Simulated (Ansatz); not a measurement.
`[F][Ge]([Br])([Br])[Br]` + H₂ → `[Br][GeH]([Br])[Br]` + H–F at 298.15 K and 1 bar (hydrogenolysis of a Ge–F bond).

Computed with Ansatz on PBE0-D4/def2-TZVP structures; ΔE is electronic, products minus reactants. CCSD(T)/CBS adds triple-zeta CCSD(T) − MP2 to the extrapolated MP2 energy (def2 sets, frozen cores). This one scheme is used for every species. For Br, Ge outer-core shells are correlated without core-valence functions, which leaves a few kJ/mol of doubt a bond. Scalar relativity is left out up to krypton.

```
                  species  CCSD(T)/CBS energy (Eh)  H − E (kJ/mol)  S (J/(mol·K))
`[F][Ge]([Br])([Br])[Br]`              -9896.02470            36.3          384.7
                       H₂                 -1.17544            35.1          130.4
    `[Br][GeH]([Br])[Br]`              -9796.79331            48.3          364.7
                      H–F               -100.39570            33.5          173.6
```

H − E and S are ideal-gas, rigid-rotor, harmonic terms from PBE0-D4/def2-TZVP. For small species the MP2-based limit differs from directly extrapolated CCSD(T) by up to some mEh (0.8 for H₂); such offsets cancel only in part. 1 Eh = 2625.50 kJ/mol, R = 8.31446 J/(mol·K).

Question: By hand: ΔE, ΔH, ΔS and ΔG.

Answer: ΔE = (-9796.79331) + (-100.39570) − (-9896.02470) − (-1.17544) = 0.01113 Eh = 29.2 kJ/mol. Δ(H − E) = 48.3 + 33.5 − 36.3 − 35.1 = 10.4, so ΔH = 39.6 kJ/mol. ΔS = 364.7 + 173.6 − 384.7 − 130.4 = 23.2 J/(mol·K). ΔG = 39.6 − 298.15 × (23.2)/1000 = 32.7 kJ/mol.

Question: By hand: the equilibrium constant, and the temperature at which ΔG would vanish if ΔH and ΔS stayed fixed.

Answer: log₁₀ K = −ΔG/(RT ln 10) = -5.7. ΔG = 0 at ΔH/ΔS = 1707 K.

ΔH outweighs TΔS. A doubt of 5 kJ/mol in ΔE shifts log₁₀ K by 0.9 here. These are equilibria of isolated gas molecules and say nothing of rates. Largest T1 diagnostic: 0.009 (customary marks: 0.02 for closed shells, 0.045 for open ones).
